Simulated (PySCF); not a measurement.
An unknown is described by computed data only.

Formula: C6H7F3N2S.

* 13C NMR: chemical shifts (computed TMS as zero) by class: 187.0 (1 C), 150.0 (1 C), 131.3 (1 C), 31.7 (1 C), 30.9 (2 C) ppm [GIAO PBE0/pcSseg-1]
* Dipole: 4.71 D [PBE0/pcSseg-1]
* Rotational structure: rotational constants A, B, C: 1.101, 0.723, 0.525 GHz [GFN2-xTB]
* 1H NMR: chemical shifts (computed TMS as zero) by class: 3.66 (1 H), 1.46 (6 H) ppm [GIAO PBE0/pcSseg-1]
* NMR, other nuclei: isotropic shieldings of nuclei other than C and H, by class: -205 (1 N), -179 (1 N), 244 (3 F), -46 (1 S) ppm [GIAO PBE0/pcSseg-1]

The electronic properties come from PySCF, for the isolated species, density fitting. Levels stand in brackets. Isolated species at its GFN2-xTB geometry (one conformer only). Each NMR value is the plain mean over a class of atoms that symmetry, rotation or inversion makes alike.

Problem. Give a SMILES that accounts for the data.

Solution. Numbering: `[CH3:1][CH:2]([CH3:3])[c:4]1[s:5][n:6][n:7][c:8]1[C:9]([F:10])([F:11])[F:12]`. Its formula, C6H7F3N2S, gives 3 degrees of unsaturation: 1 ring and 2 π bonds in the structure found (Kekulé form). 6 carbons fall into 5 classes; from least to most shielded: substituted aromatic carbon [C4] (187.0 ppm), substituted aromatic carbon [C8] (150.0 ppm), CF3 carbon [C9] (131.3 ppm), benzylic-type carbon [C2] (31.7 ppm), methyl carbon [C1/C3] (30.9 ppm, 2 C). Hydrogen classes from least to most shielded: 1 H on a benzylic-type carbon, C2 (3.66 ppm), 6 H on 2 methyl carbons, C1/C3 (1.46 ppm, a mean of values up to 0.6 ppm apart in this geometry). The other shieldings belong to: -205 ppm, pyridine-type nitrogen [N7]; -179 ppm, pyridine-type nitrogen [N6]; 244 ppm, fluorine of a CF3 group [F10/F11/F12]; -46 ppm, ring sulfur [S5]. The optimised geometry has point group Cs and is an asymmetric top. Structure: `CC(C)c1snnc1C(F)(F)F`. The assignments are read from this structure; whether some other isomer fits the data as well wasn't checked.

Shape of the structure used: `[CH3:1][CH:2]([CH3:3])[c:4]1[s:5][n:6][n:7][c:8]1[C:9]([F:10])([F:11])[F:12]`: C1–C2–C4–S5 61°, N7–C8–C9–F10 121°.
